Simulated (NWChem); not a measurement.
Species: C$_{3}$H$_{5}$FSi; SMILES CC#C[SiH2]F

```xyz
10

C     -0.2684     3.0830     0.0006
C     -0.0220     1.6463    -0.0007
C      0.1816     0.4460    -0.0021
Si     0.5083    -1.3354     0.0003
F     -0.8879    -2.1487    -0.0001
H     -1.0047     3.3553     0.7662
H      0.6537     3.6385     0.2097
H     -0.6508     3.4193    -0.9705
H      1.2656    -1.7177    -1.2164
H      1.2630    -1.7136     1.2201
```
Atoms are numbered in this order, from 1.

Results from NWChem. The geometry was optimised at B3LYP/6-31G* (spherical d). Total energies compare along this basis series because the functional is fixed.

```
level             basis functions  energy (Ha)  highest occupied level (eV)  orbital gap (eV)  dipole (D)
----------------  ---------------  -----------  ---------------------------  ----------------  ----------
PBE0/cc-pVDZ                   99    -506.3017                        -7.81              7.49        2.78
PBE0/aug-cc-pVDZ              164    -506.3210                        -7.93        (withheld)  (withheld)
PBE0/cc-pVTZ                  224    -506.3962                        -7.92              7.41        2.78
```

Q: What belongs in the gaps?

A: 
- PBE0/aug-cc-pVDZ, orbital gap (eV): 7.27
- PBE0/aug-cc-pVDZ, dipole (D): 2.84
